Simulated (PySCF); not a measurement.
thionyl fluoride (F2OS), SMILES O=S(F)F. Geometry optimised at B3LYP-D3(BJ)/def2-TZVP.

Computed equilibrium geometry at B3LYP-D3(BJ)/def2-TZVP (PySCF confirms it by a frequency run) as a Z-matrix, and its point group:
point group Cs.
```
S
O 1 1.4239
F 1 1.6063 2 106.51
F 1 1.6063 2 106.51 3 -98.37
```
